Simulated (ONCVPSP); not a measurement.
**Pseudopotential generation for N: ONCV, PBE, scalar-relativistic.**

* Element: N (Z = 7)
* Generator: ONCVPSP 4.0.1
* Type: optimised norm-conserving Vanderbilt (ONCV)
* Functional: PBE
* Relativity: scalar-relativistic
* Frozen core: [He]
* Valence charge: 5
* Reference configuration: 2s1 2p4
* Partial waves: 2s: rc 0.85 bohr, ncon 4, nbas 7, qcut 7.1 1/bohr, 2 projectors, debl 2.3 Ha; 2p: rc 1.40 bohr, ncon 4, nbas 7, qcut 10.2 1/bohr, 2 projectors, debl 2.4 Ha; d scattering state at 0.34 Ha: rc 1.35 bohr, ncon 3, nbas 7, qcut 7.5 1/bohr, 3 projectors, debl 1.5 Ha
* Local potential: polynomial inside 0.60 bohr (lpopt 5, dvloc0 6 Ha)
* Core correction: none

All-electron outer shells of the reference configuration (PBE, scalar-relativistic, ld1.x):

```json
{"shell": "1s", "level (eV)": "-385.55", "outermost node (bohr)": "–", "outermost maximum (bohr)": "0.15"}
{"shell": "2s", "level (eV)": "-19.03", "outermost node (bohr)": "0.32", "outermost maximum (bohr)": "1.02"}
{"shell": "2p", "level (eV)": "-7.51", "outermost node (bohr)": "–", "outermost maximum (bohr)": "0.97"}
```

(1) Estimate the cutoffs (Ha) at which the residual kinetic energy of the hardest occupied pseudo-wave falls to 1 and 0.1 mHa per electron.

(2) Does the potential have ghost states?

(3) Tests: 2s2 2p3; 2s2 2p2; 2s2 2p1; 2s0 2p5. Which has the largest error in its energy relative to the reference configuration, and how large is it?

## Answers

(1) 32 Ha and 124 Ha.

(2) No bound ghost flagged; no localised positive-energy state flagged.

(3) 2s2 2p1, with +157 meV (all-electron minus pseudo) on +30.94 eV.
